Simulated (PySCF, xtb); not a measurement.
H₃O, SMILES [OH3+], charge +1.

Harmonic wavenumbers (cm⁻¹) from GFN2-xTB run with xtb 6.7.1 at its own minimum, in rising order: 956, 1354, 1355, 3258, 3259, 3319.

Task: What does PySCF 2.14.0 with PBE0-D3(BJ)/def2-TZVPD give at its own minimum? (The exact figures need the calculation; the answer reports its results.)

Result: 841, 1675, 1675, 3602, 3691, 3691. Paired by order, the mean absolute difference is 317 cm⁻¹ and the zero-point energies are 19.3 and 21.7 kcal/mol.
